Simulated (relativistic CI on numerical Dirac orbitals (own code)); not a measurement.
**Sensitivity of the levels of Ni I to α and to the nuclear radius**

Method of calculation: Dirac-Coulomb-Breit CI, orbitals from a KLI potential per configuration, valence Slater integrals scaled by 0.85, P86 correlation energy added to each configuration, derivatives by finite differences, QED left out (own radial code, finite nucleus).

Configuration list (outside the closed core [Ar]): 3d8 4s2, 3d9 4s, 3d10, 3d8 4s 4p, 3d9 4p, 3d8 4p2, 3d9 4d, 3d8 4s 4d. Levels of other configurations are missing.

With x = (α/α₀)² − 1 an excitation energy changes as ω = ω₀ + qx; K = 2q/ω₀ is the relative enhancement. Terms are leading LS components, so labels can repeat. The field-shift factor is F = δν/δ⟨r²⟩ for the transition from the lowest level.

Lowest level 3d8 4s2 3F_4.

| Level | ω₀ (cm⁻¹) | q (cm⁻¹) | K | F (GHz/fm²) |
| --- | --- | --- | --- | --- |
| 3d8 4s2 3F_3 | 1287.4 | 1277 | 1.98 | 0.00811 |
| 3d8 4s2 3F_2 | 2153.0 | 2041 | 1.9 | 0.0133 |
| 3d9 4s 3D_3 | 11564.4 | 3194 | 0.552 | -1.25 |
| 3d9 4s 3D_2 | 12212.4 | 3501 | 0.573 | -1.19 |
| 3d9 4s 3D_1 | 12998.9 | 4599 | 0.708 | -1.24 |
| 3d8 4s2 1D_2 | 13390.5 | 1537 | 0.23 | -0.246 |
| 3d9 4s 1D_2 | 16087.6 | 2922 | 0.363 | -0.967 |
| 3d8 4s2 3P_2 | 17193.4 | 1651 | 0.192 | -0.111 |
| 3d8 4s2 3P_1 | 17460.2 | 1228 | 0.141 | 0.0549 |
| 3d8 4s2 3P_0 | 17704.3 | 1392 | 0.157 | 0.0561 |
| 3d8 4s2 1G_4 | 21715.9 | 801.3 | 0.0738 | 0.0684 |
| 3d8 4s 4p 5D°_4 | 22046.3 | 696.1 | 0.0631 | -0.566 |
| 3d8 4s 4p 5G°_6 | 22861.5 | 959.4 | 0.0839 | -0.563 |
| 3d8 4s 4p 5D°_3 | 22924.5 | 1491 | 0.13 | -0.563 |
| 3d8 4s 4p 5G°_5 | 23205.5 | 1021 | 0.088 | -0.562 |
| 3d8 4s 4p 5D°_2 | 23649.4 | 2213 | 0.187 | -0.559 |
| 3d8 4s 4p 5G°_4 | 23717.4 | 1542 | 0.13 | -0.56 |
| 3d8 4s 4p 5F°_5 | 23984.5 | 1270 | 0.106 | -0.558 |
| 3d8 4s 4p 5D°_1 | 24167.0 | 2763 | 0.229 | -0.556 |
| 3d8 4s 4p 5G°_3 | 24209.4 | 2101 | 0.174 | -0.555 |
| 3d8 4s 4p 5D°_0 | 24434.7 | 3052 | 0.25 | -0.554 |
| 3d8 4s 4p 5G°_2 | 24612.6 | 2571 | 0.209 | -0.551 |
| 3d8 4s 4p 5F°_4 | 24678.2 | 1883 | 0.153 | -0.556 |

For a near-neutral ion this model can misplace configurations by up to about 10,000 cm⁻¹ (more where the count of f electrons changes) and terms by 10 to 25 % of their spread. Rates follow the energies as ν³ (E1, M1) or ν⁵ (E2), so they and the lifetimes can be off by large factors. The fine structure of a lone outer electron comes out too small, for d and f at times inverted, and misplaced configurations move strength between like terms.
